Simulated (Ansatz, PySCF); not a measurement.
Gas-phase reaction in SMILES: ClC(Cl)C(Cl)Cl + 4 C (CH4) -> CC (C2H6) + 4 CCl (CH3Cl) [chloromethane]
Structures are relaxed separately at B3LYP-D3(BJ)/def2-TZVP in Ansatz (a program for electronic structure), one conformer each, not searched for the lowest.

Wanted: bond separation energy (enthalpy at 298 K, with B3LYP-D3(BJ) rigid-rotor harmonic-oscillator terms from PySCF), in kcal/mol. Valence correlation only, unless marked. Spin-orbit coupling is left out. Non-relativistic. CBS(X,Y): correlation extrapolated as X^-3; Hartree-Fock from the larger set. The bracket is a focal-point correction in the basis named.

```json
[
 {"level": "HF-D4/def2-TZVPD", "program": "PySCF + dftd4", "bond separation energy (kcal/mol)": "2.0"},
 {"level": "PBE/def2-TZVPD", "program": "Ansatz", "bond separation energy (kcal/mol)": "6.2"},
 {"level": "PBE0-D3(BJ)/def2-TZVP", "program": "Ansatz + dftd3", "bond separation energy (kcal/mol)": "7.4"},
 {"level": "PBE0-D4/def2-TZVP", "program": "Ansatz + dftd4", "bond separation energy (kcal/mol)": "7.7"},
 {"level": "PBE0/def2-QZVPP", "program": "Ansatz", "bond separation energy (kcal/mol)": "4.2"},
 {"level": "TPSSh-D4/def2-TZVPD", "program": "PySCF + dftd4", "bond separation energy (kcal/mol)": "…"},
 {"level": "M06-2X/def2-TZVPD", "program": "PySCF", "bond separation energy (kcal/mol)": "5.6"},
 {"level": "CAM-B3LYP-D4/def2-TZVPD", "program": "Ansatz + dftd4", "bond separation energy (kcal/mol)": "5.7"},
 {"level": "B2PLYP-D3(BJ)/def2-TZVPD", "program": "Ansatz + dftd3", "bond separation energy (kcal/mol)": "8.2"},
 {"level": "B2PLYP/def2-TZVPD", "program": "Ansatz", "bond separation energy (kcal/mol)": "5.7"},
 {"level": "RI-MP2/CBS(cc-pV(T+d)Z,cc-pV(Q+d)Z)+[CCSD(T)-MP2]/cc-pV(T+d)Z", "program": "Ansatz", "bond separation energy (kcal/mol)": "…"}
]
```

Fill in the missing entries.


- TPSSh-D4/def2-TZVPD, bond separation energy (kcal/mol): 5.9
- RI-MP2/CBS(cc-pV(T+d)Z,cc-pV(Q+d)Z)+[CCSD(T)-MP2]/cc-pV(T+d)Z, bond separation energy (kcal/mol): 8.6
